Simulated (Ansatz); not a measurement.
GaH (SMILES [GaH]): geometry of the low-spin state from B3LYP-D3(BJ)/def2-TZVP.
(charge 0, multiplicity 1):
```xyz
2

Ga     0.000     0.000    -0.053
H      0.000     0.000     1.636
```
The high-spin state stands at its own minimum; R- takes a restricted low-spin state.

The values were computed with Ansatz (a program for electronic structure). 

The gap E(multiplicity 1) − E(multiplicity 3) (kcal/mol) and the share of exact exchange:

```csv
functional,exact exchange (%),value
R-PBE/def2-TZVPP,0,-47.36
R-PBE0/def2-TZVPP,25,-45.56
R-B3LYP/def2-TZVPP,20,-50.58
R-BHLYP/def2-TZVPP,50,-48.58
R-r2SCAN/def2-TZVPP,0,-42.83
```

**Question.** Take the value as linear in the share of exact exchange along PBE and PBE0. Give the slope, say whether the sign turns, and set the other functionals against that line.

**Answer.** 
Slope: (-45.56 − (-47.36))/2.5 = 0.72 kcal/mol for each 10 %. The line keeps its sign from 0 to 100 %. At 50 % it gives -43.8 kcal/mol. From B3LYP to BHLYP the slope is (-48.58 − (-50.58))/3 = 0.67 for each 10 %. BHLYP, at 50 %, lies -4.8 from the PBE line. B3LYP, at 20 %, lies -4.7 from the PBE line. r2SCAN, with none, stands 4.5 from PBE.
